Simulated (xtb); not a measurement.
Harmonic IR lines of one isomer of C₃H₈OSi, unscaled. Method: GFN2-xTB (xtb 6.7.1).

```csv
wavenumber (cm⁻¹),relative intensity
280,32
450,7.4
545,15
558,23
737,11
778,41
796,39
805,100
996,5.0
1132,47
1157,6.1
1210,40
1688,46
2225,97
2236,61
2246,62
2996,8.6
3011,7.0
3020,14
3048,4.2
3581,7.7
```

Problem. Name which structure gives these lines.
(A) `C=C[C@@H](O)[SiH3]`
(B) `C/C([SiH3])=C/O`
(C) `C/C([SiH3])=C\O`
(D) `C/C=C(\O)[SiH3]`

Solution. C, `C/C([SiH3])=C\O`
